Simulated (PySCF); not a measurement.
InH2, SMILES [InH2], multiplicity 2.

Geometry: B3LYP-D3(BJ)/def2-TZVPD. The def2 effective core potentials stand for the cores of In; spin–orbit coupling is left out.

Two levels are set side by side: PBE/def2-TZVPD (PySCF) and ωB97X/def2-TZVPD (PySCF). Same geometry, gas phase. Differences are taken from unrounded values.

```json
[
 {"quantity": "α-spin orbital gap (eV)", "PBE": "1.76"},
 {"quantity": "β-spin orbital gap (eV)", "PBE": "3.23"},
 {"quantity": "dipole moment (D)", "PBE": "0.48"},
 {"quantity": "mean polarisability (bohr³)", "PBE": "52.7"}
]
```

Problem. These are the PBE values. What does ωB97X give? (An estimate is asked for; the answer gives what the named calculation found.)

Solution. 
```csv
quantity,ωB97X,PBE minus ωB97X
α-spin orbital gap (eV),7.21,-5.44
β-spin orbital gap (eV),8.89,-5.65
dipole moment (D),0.49,-0.01
mean polarisability (bohr³),50.5,2.2
```

PBE's more diffuse valence density responds more strongly to a field. Differences between two approximate levels are no errors against the true value.

Rough cost on one machine, each run with all the roots and properties that it gave: ωB97X against PBE within a factor of 2.
